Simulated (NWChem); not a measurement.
System: silylphosphine (SiPH5); SMILES [SiH3]P

```xyz
7

Si    -0.0001     1.0857    -0.0221
P      0.0001    -1.1921    -0.0910
H     -1.2109     1.5693    -0.7367
H      1.2065     1.5696    -0.7438
H      0.0039     1.6565     1.3525
H     -1.0367    -1.3499     0.8747
H      1.0428    -1.3496     0.8684
```
Atoms are numbered in this order, from 1.

Coordinates come from a B3LYP/6-31G* (spherical d) optimisation.

**Question.** Give the principal values of the shielding tensors (ppm) of Si1, P2 from PBE/pcSseg-1, GIAO (NWChem), with their diamagnetic and paramagnetic parts as GIAO splits them.

**Answer.** 
```csv
atom,σ11,σ22,σ33,isotropic,diamagnetic,paramagnetic
Si1,386.4,409.4,451.6,415.8,881.6,-465.8
P2,533.8,564.1,671.5,589.8,967.5,-377.7
```
